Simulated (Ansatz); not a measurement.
Consider the hydrogen abstraction from the Si–H bond: `C[SiH](O)Cl` + H• → `C[Si](O)Cl`• + H₂.

Gas-phase electronic energies from Ansatz, PBE0-D4/def2-TZVP geometries. CCSD(T)/CBS is the MP2 limit (def2-TZVPP, def2-QZVPP) plus CCSD(T) − MP2 in def2-TZVPP, frozen cores. This one scheme is used for every species, atoms too. DFT in def2-TZVPP. HSE06 is defined as in plane-wave codes. Open shells (•) are unrestricted, without spin–orbit coupling. One conformer a species, not always the lowest.

```tsv
level	ΔE (eV)
HSE06-D4	-0.52
CCSD(T)/def2-SVP	-0.38
MP2/def2-TZVPP	-0.37
MP2/def2-QZVPP	-0.38
```

Q: What does CCSD(T)/CBS give? (Best estimate.)

A: Computed: -0.49 eV. The listed levels differ from it by -0.03, 0.11, 0.12, 0.11 eV.

Largest T1 diagnostic among the species: 0.013.

Leaving LDA and LC-ωPBE aside and taking each functional with its dispersion term where it has one, the values, not all of them listed here, spread over 0.32 eV, from BLYP-D4 to PBE-QIDH. LDA lies +0.06 eV from PBE without D4. In def2-TZVPP, CCSD(T) changes the Hartree–Fock value by −0.26 eV (the triples alone add −0.01 eV) and MP2 by −0.15 eV.
